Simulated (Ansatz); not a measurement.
System: phosphanylboronic acid, sum formula H₄BPO₂, net charge 0, singlet state. 
Coordinates optimised at B3LYP-D3(BJ)/def2-TZVP (Ansatz, an electronic-structure program):
SMILES: OB(O)P
```xyz
8

O     -0.9983     1.3381     0.3178
B     -0.4900     0.0832     0.1146
O     -1.3400    -0.9763     0.1824
P      1.3505    -0.2649    -0.4092
H     -0.3561     2.0512     0.2737
H     -2.2486    -0.7129     0.3768
H      1.9496     0.6882     0.4541
H      1.5537    -1.3628     0.4590
```

Basis-set convergence of Hartree-Fock and CCSD(T) correlation energies (hartree) with Ansatz. Valence correlation only, unless marked. Spin-orbit coupling is left out. No relativistic terms.

```
basis            functions       E(HF)  E(corr, CCSD(T))
---------------  ---------  ----------  ----------------
aug-cc-pV(D+d)Z        137  -517.62157          -0.67021
aug-cc-pV(T+d)Z        285  -517.68073          -0.80909
aug-cc-pV(Q+d)Z        513  -517.69561          -0.85317
```

Extrapolating the two largest sets (X = 3 and 4) as X^-3: E(corr) = (64·(-0.85317) - 27·(-0.80909))/37 = -0.8853 Eh, an estimate of the basis-set limit. The largest set recovers 96.4 % of it, the smallest 75.7 %.
